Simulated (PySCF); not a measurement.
Coordinates in bohr (charge 0 multiplicity 1):
```
Tl   -0.0151   -0.0377    0.0000
O     0.0083   -3.5875    0.0000
O     0.2298    3.7667    0.0000
H    -1.4434    4.4982    0.0000
```

These are results of B3LYP in PySCF with Tl def2-TZVP with ECP60, O def2-TZVP, H def2-TZVP; scalar-relativistic core potentials, no spin–orbit coupling; density-fitted integrals, not measurements.

This geometry of TlO(OH) is a stationary point at this level.

Task: What is the point group?

Result: Cs.

Task: Is it a minimum?

Result: Yes: all harmonic wavenumbers are real.

Task: Which band is strongest in the infrared?

Result: 3784 cm⁻¹ (a'), 74 km/mol.

Task: Give the ideal-gas entropy at 298.15 K and 1 bar by parts.

Result: translation 177.1, rotation 87.9, vibration 25.2, spin 0.0; total 290.2 J/(mol K).

Only a few start shapes were tried, so a lower isomer may exist. With an element this heavy the missing spin–orbit coupling can shift these numbers.
